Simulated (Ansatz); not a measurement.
BH2O3, SMILES [O-]B(O)O, charge -1.

Geometry optimised at B3LYP-D3(BJ)/def2-SVPD. One conformer was computed; it need not be the lowest.

Two levels are set side by side: PBE/def2-SVPD (Ansatz, an electronic-structure program) and PBE0/def2-SVPD (Ansatz). Energy differences of separate SCF runs at the same geometry; the states with an electron removed or added have multiplicity 2. Differences are taken from unrounded values.

```tsv
quantity	PBE0
vertical ionisation energy (eV)	3.42
vertical singlet–triplet gap (eV)	4.23
```

Task: What does PBE give, and how far is it from PBE0? (Estimate from the structure and the level; the computed values follow.)

Result: 
```
quantity                            PBE  PBE minus PBE0
---------------------------------  ----  --------------
vertical ionisation energy (eV)    3.40           -0.02
vertical singlet–triplet gap (eV)  4.08           -0.15
```
